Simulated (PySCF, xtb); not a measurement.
ClF₃H₂Si₂, SMILES F[Si](F)(F)[SiH2]Cl. Other conformers were not sampled.

Harmonic wavenumbers (cm⁻¹) from GFN2-xTB (xtb) at its own minimum, in rising order: 14, 83, 113, 146, 225, 232, 264, 441, 457, 548, 590, 699, 789, 865, 898, 899, 2228, 2246.

**Question.** What does B3LYP-D3(BJ)/def2-SVP in PySCF give at its own minimum? (An estimate is asked for; the answer gives what the named calculation found.)

**Answer.** 35, 74, 132, 176, 290, 292, 315, 487, 505, 554, 691, 805, 874, 937, 967, 972, 2244, 2254. Paired by order, the mean absolute difference is 49 cm⁻¹ and the zero-point energies are 16.8 and 18.0 kcal/mol.
